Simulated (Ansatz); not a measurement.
The same silylene loss along the group O, S, Se, Te.

Isolated molecules relaxed with PBE0-D4/def2-TZVP in Ansatz; ΔE leaves out vibrations. CBS: MP2 limit from def2 TZ/QZ plus the TZ coupled-cluster correction, frozen cores. This one scheme is used for every species. DFT in def2-TZVPP. def2 core potentials past Kr. For Se, Te outer-core shells are correlated without core-valence functions, which leaves a few kJ/mol of doubt a bond. Scalar relativity is left out up to krypton. Each species was taken in one conformer, which may not be the lowest.

| reaction | HF/CBS(def2) (kJ/mol) | ωB97X-V (kJ/mol) | PBE-D4 (kJ/mol) | CCSD(T)/def2-SVP (kJ/mol) |
| --- | --- | --- | --- | --- |
| `O[SiH2][SiH3]` → `O[SiH3]` + `[SiH2]` | 203 | 242 | 247 | 211 |
| `[SiH3][SiH2]S` → `[SiH3]S` + `[SiH2]` | 210 | 249 | 253 | 220 |
| `[SiH3][SiH2][SeH]` → `[SiH3][SeH]` + `[SiH2]` | 213 | 251 | 257 | 223 |
| `[SiH3][SiH2][TeH]` → `[SiH3][TeH]` + `[SiH2]` | 213 | 252 | 257 | 224 |

Q: Give the CCSD(T)/CBS values in the same order. (Best estimate.)

A: The calculation gave: 229, 238, 241, 243 kJ/mol.

Largest T1 diagnostic: 0.014, for `[SiH2]`.
